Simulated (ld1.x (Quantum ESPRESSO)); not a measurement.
dysprosium (Dy): TM pseudisation with Wu–Cohen, scalar-relativistic reference atom.

| Item | Value |
| --- | --- |
| Element | dysprosium (Dy) |
| Generator | ld1.x (Quantum ESPRESSO) 7.5 |
| Type | norm-conserving Troullier–Martins (Kleinman–Bylander form) |
| Functional | Wu–Cohen |
| Relativity | scalar-relativistic |
| Frozen core | [Kr] |
| Valence charge | 30 |
| Reference configuration | 4d10 4f10 5s2 5p6 5d0 6s1 6p0 (charge +1) |
| Partial waves | 5s (bound): rc 1.70 bohr; 5p (bound): rc 1.40 bohr; 4d (bound): rc 0.95 bohr; 4f (bound): rc 1.30 bohr |
| Local potential | all-electron potential smoothed inside 1.15 bohr (lloc = -1) |
| Core correction | a·sin(br)/r model core, default radius (core density twice the valence density) |

Occupied shells without a wave of their own: 6s. They enter only through the test configuration that unscreens the potential, and ld1.x also counts them in the model core charge.

Task: Does this generation succeed?

Result: No. ld1.x (Quantum ESPRESSO) 7.5 stopped with "run_pseudo: Errors in PS-KS equation": the pseudo-atom solver did not find the valence states with the expected number of nodes, which is the usual sign of a ghost state. Before that it printed "Warning: n=2, l=0 expected 1 nodes, found 2".
